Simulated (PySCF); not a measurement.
SMILES [SiH2](C(F)(F)F)C(F)(F)F (C2H2F6Si) (CAM-B3LYP/def2-SVP optimised geometry):

```
11

Si     0.244    -0.896     0.000
C     -0.386     0.922     0.000
F      0.015     1.565     1.108
F     -1.723     0.981    -0.038
F      0.079     1.607    -1.053
C     -0.387    -1.714    -1.622
F     -1.724    -1.678    -1.701
F      0.097    -1.101    -2.710
F     -0.014    -3.001    -1.685
H     -0.343    -1.607     1.155
H      1.723    -0.896     0.000
```

Method: CAM-B3LYP/def2-TZVP run with PySCF.

Task: What are the frontier orbital energies and the dipole moment?

Result: HOMO-2 -12.52 eV, HOMO-1 -11.79 eV, HOMO -11.35 eV, LUMO 0.70 eV, LUMO+1 1.09 eV; dipole moment 2.24 D.

On the same geometry PBE/def2-TZVP (PySCF 2.14.0) gives HOMO-2 -9.45 eV, HOMO-1 -8.63 eV, HOMO -8.19 eV, LUMO -1.07 eV, LUMO+1 -0.80 eV; dipole moment 1.84 D.

Meta-Löwdin charges at CAM-B3LYP/def2-TZVP: Si1 0.62, C2 0.58, F3 -0.28, F4 -0.27, F5 -0.27, C6 0.58, F7 -0.27, F8 -0.27, F9 -0.28, H10 -0.07, H11 -0.07.
